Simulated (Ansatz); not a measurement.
Reaction (hydrogenolysis of the Si–O bond): `O[SiH]1NP1` + H₂ → `N1[SiH2]P1` + H₂O

Isolated molecules relaxed with PBE0-D4/def2-TZVP in Ansatz; ΔE leaves out vibrations. CCSD(T)/CBS is the MP2 limit (def2-TZVPP, def2-QZVPP) plus CCSD(T) − MP2 in def2-TZVPP, frozen cores. This one scheme is used for every species. Functionals use def2-TZVPP. B3LYP here is the variant with VWN-RPA as its local correlation; programs differ in this. HSE06 is defined as in plane-wave codes. Each species was taken in one conformer, which may not be the lowest.

Task: Is it downhill or uphill in electronic energy at CCSD(T)/CBS, and by how much? (Estimate.)

Result: Computed: Uphill: ΔE = +0.89 eV.

Task: What do these levels give: B3LYP-D4, r2SCAN0-D4, HSE06-D4, BHLYP-D4, PBE, B3LYP, r2SCANh, r2SCAN0, LC-ωPBE, CCSD/def2-TZVPP, SCS-MP2/def2-QZVPP, HF/CBS(def2)? (An estimate is asked.)

Result: The calculation gave: B3LYP-D4 0.92, r2SCAN0-D4 0.94, HSE06-D4 0.85, BHLYP-D4 0.93, PBE 0.83, B3LYP 0.87, r2SCANh 0.94, r2SCAN0 0.93, LC-ωPBE 0.87, CCSD/def2-TZVPP 0.86, SCS-MP2/def2-QZVPP 0.93, HF/CBS(def2) 0.86 eV.

Largest T1 diagnostic among the species: 0.015.

In def2-TZVPP, CCSD(T) changes the Hartree–Fock value by +0.03 eV (the triples alone add +0.02 eV) and MP2 by +0.10 eV. At CCSD(T), def2-SVP lies −0.14 eV from the extrapolated value and def2-TZVPP −0.00 eV.
